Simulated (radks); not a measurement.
Results of a calculation; reference values are marked as such.
Coulomb parameter of the 4f shell of the praseodymium ion Pr+ in the model configuration [Xe] 4f1.5 6s1 6p1.5, as a second difference U = [E(n + 0.5) + E(n - 0.5) - 2 E(n)] / (0.5)^2 with all orbitals relaxed. "Bare": the charge of the atom changes with n. "Screened": the 6p shell takes up the change at fixed total charge, which measures U(4f,4f) + U(6p,6p) - 2 U(4f,6p). Code: a radial shooting solver on a logarithmic mesh with Libxc functionals. Model: scalar-relativistic Kohn-Sham, SCAN, spin-unpolarised, spherical densities, finite nucleus; meta-GGA in the generalised Kohn-Sham scheme; Fermi nuclear charge, rms radius 4.8919 fm.

case                  configuration  E - E(n) (eV)
start          [Xe] 4f1.5 6s1 6p1.5          0.000
bare +0.5        [Xe] 4f2 6s1 6p1.5         -8.130
bare -0.5        [Xe] 4f1 6s1 6p1.5         12.144
screened +0.5      [Xe] 4f2 6s1 6p1         -5.328
screened -0.5      [Xe] 4f1 6s1 6p2          7.544

U(bare) = 16.055 eV, U(screened by 6p) = 8.865 eV, against the Slater integral F0(4f,4f) = 25.663 eV with frozen orbitals.
